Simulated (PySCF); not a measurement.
Geometry (Å), atoms numbered from 1 in this order:
```xyz
25

C     2.558   -1.684   -0.993
C     1.755   -0.639   -1.220
P     0.427   -0.019   -0.123
C     0.592    1.425    0.724
C     0.488    2.786    0.094
C    -1.026    0.022   -1.239
C    -2.323    0.147   -0.451
S    -2.667   -1.293    0.602
C    -1.248   -1.208    1.732
C     0.097   -1.391    1.039
H     2.399   -2.379   -0.162
H     3.425   -1.888   -1.630
H     1.980    0.037   -2.057
H     1.213    1.327    1.623
H     0.091    3.523    0.814
H    -0.212    2.795   -0.760
H     1.443    3.205   -0.283
H    -0.899    0.875   -1.927
H    -1.016   -0.899   -1.843
H    -3.185    0.210   -1.133
H    -2.312    1.057    0.169
H    -1.268   -0.247    2.270
H    -1.418   -2.016    2.460
H     0.123   -2.343    0.487
H     0.916   -1.398    1.778
```

Geometry: PBE0-D3(BJ)/def2-SVP; GIAO shifts from PySCF 2.14, gas phase, non-relativistic, averaged over equivalent atoms.

At PBE0/pcSseg-1 (259 basis functions, 2.8 min wall time on 1 thread of an Arm Neoverse N1, shared host):
```json
{"atoms": "C2", "δ (ppm)": "147.5"}
{"atoms": "C1", "δ (ppm)": "124.7"}
{"atoms": "C7/C9", "δ (ppm)": "28.3"}
{"atoms": "C6/C10", "δ (ppm)": "23.7"}
{"atoms": "C5", "δ (ppm)": "10.4"}
{"atoms": "C4", "δ (ppm)": "0.9"}
{"atoms": "P3", "δ (ppm)": "-31.4"}
{"atoms": "S8", "δ (ppm)": "6.2"}
{"atoms": "H13", "δ (ppm)": "6.12"}
{"atoms": "H12", "δ (ppm)": "5.58"}
{"atoms": "H11", "δ (ppm)": "5.32"}
{"atoms": "H21/H22", "δ (ppm)": "3.60"}
{"atoms": "H18/H25", "δ (ppm)": "2.16"}
{"atoms": "H20/H23", "δ (ppm)": "2.14"}
{"atoms": "H19/H24", "δ (ppm)": "1.62"}
{"atoms": "H15/H16/H17", "δ (ppm)": "1.58"}
{"atoms": "H14", "δ (ppm)": "-0.49"}
```

Referencing at the same level of theory: $^{13}$C (σref 184.41) and $^{1}$H (σref 31.27) against TMS; $^{31}$P (σref 310.13) vs H3PO4; $^{33}$S (σref 495.66) vs CS2.

Predict the values at mPW1PW91/pcSseg-1 on the same geometry.

Answers


```csv
atoms,δ at mPW1PW91/pcSseg-1,change
C2,147.3,-0.2
C1,124.7,+0.0
C7/C9,28.4,+0.1
C6/C10,23.6,-0.1
C5,10.6,+0.2
C4,0.8,-0.1
P3,-30.2,+1.2
S8,6.2,+0.0
H13,6.09,-0.03
H12,5.57,-0.01
H11,5.30,-0.02
H21/H22,3.59,-0.01
H18/H25,2.15,-0.01
H20/H23,2.13,-0.01
H19/H24,1.62,+0.00
H15/H16/H17,1.58,+0.00
H14,-0.51,-0.02
```

Shifts are taken against calculated references (same method and geometry level): $^{13}$C (σ = 183.54 ppm) and $^{1}$H (σ = 31.32 ppm) against TMS; H3PO4 for $^{31}$P (σ = 308.48 ppm); $^{33}$S (σ = 492.68 ppm) vs CS2.

The largest change is at P3 (phosphorus bonded to 4 C, in a 6-membered ring). Cost: 259 basis functions, 120 s wall time on 1 thread of an Arm Neoverse N1, shared host. The order of the carbon signals is the same at both levels.

Experimental scales use liquid or dissolved standards, which lie at an offset from isolated H3PO4.
